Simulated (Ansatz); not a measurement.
Mulliken charges of `[OH][Hf]([F])([F])[I]` from r2SCAN/def2-TZVPP in Ansatz (PBE0-D4/def2-TZVP geometry).

| atom | x (Å) | y (Å) | z (Å) | charge (e) |
| --- | --- | --- | --- | --- |
| O1 | -0.945 | 0.974 | 0.534 | -0.454 |
| Hf2 | 0.292 | -0.341 | -0.028 | 1.163 |
| F3 | 1.929 | -0.097 | 0.900 | -0.336 |
| F4 | -0.380 | -2.060 | 0.410 | -0.336 |
| I5 | 0.710 | -0.162 | -2.717 | -0.242 |
| H6 | -1.564 | 1.622 | 0.854 | 0.207 |

Q: By hand: the dipole of these point charges (1 e Å = 4.8032 D).

A: Σ q r = (-0.247, 0.261, 0.119) e Å, of length 0.379 e Å = 1.82 D.

Q: How does the dipole of the full density compare? (Best estimate.)

A: Computed: (-0.370, 0.379, 0.223) e Å, 2.76 D; the point charges give 0.66 times that, at 5° from its direction.

Point charges leave out the atoms' own dipoles, such as those of lone pairs, and Mulliken's split depends on the basis, so the two needn't agree.
